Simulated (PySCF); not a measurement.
GeHO, SMILES [OH+]=[Ge] (connectivity only; charge and spin as stated), charge +1, multiplicity 1.

Geometry optimised at PBE0-D3(BJ)/def2-TZVP. The isomer is the one that the SMILES or the coordinates give; other isomers of the formula were not compared.

All values below come from B3LYP/def2-TZVPD (PySCF).

Isolated molecule, no solvent.

```json
{
 "total_energy": "-2152.64031 hartree",
 "point_group": "C∞v",
 "highest_occupied_level": "-16.75 eV",
 "lowest_empty_level": "-9.03 eV",
 "orbital_gap": "7.73 eV",
 "dipole_moment_about_the_centre_of_nuclear_charge": "0.30 D",
 "mean_static_polarisability": "24.1 bohr³ (3.57 Å³)",
 "polarisability_principal_values": "20.6, 20.6, 31.0 bohr³"
}
```
